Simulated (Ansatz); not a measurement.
CH2FNO2Si (`O=C1N[Si]1(O)F`). Total charge 0; spin multiplicity 1. All single points use the PBE0-D4/def2-TZVP geometry. It is one conformer, not always the lowest.

```xyz
8

O     1.394   -1.987   -0.446
C     0.680   -1.040   -0.343
N     0.808    0.311   -0.676
Si   -0.734    0.082    0.013
O    -1.182    0.801    1.391
F    -1.993    0.250   -0.922
H     1.583    0.780   -1.133
H    -0.555    0.804    2.117
```

**Question.** What is the dipole moment at B3LYP/def2-TZVPP? (Best estimate.)

**Answer.** Computed: 3.21 D, with components (0.58, 2.85, 1.36) D in this frame, pointing from negative to positive charge.

**Question.** And with PBE, r2SCAN, ωB97M-V? (An estimate is asked.)

**Answer.** The calculation gave: PBE 3.12 D, r2SCAN 3.23 D, ωB97M-V 3.25 D.

**Question.** Give the Mulliken charges with B3LYP, ωB97M-V, r2SCAN in def2-TZVPP. (Estimate.)

**Answer.** Ansatz gave: 
```csv
atom,B3LYP,ωB97M-V,r2SCAN
O1,-0.27,-0.29,-0.30
C2,0.10,0.09,0.11
N3,-0.26,-0.23,-0.28
Si4,0.73,0.73,0.78
O5,-0.35,-0.34,-0.37
F6,-0.30,-0.28,-0.29
H7,0.14,0.12,0.15
H8,0.20,0.19,0.21
```

B3LYP here is the variant with VWN-RPA as its local correlation; programs differ in this.
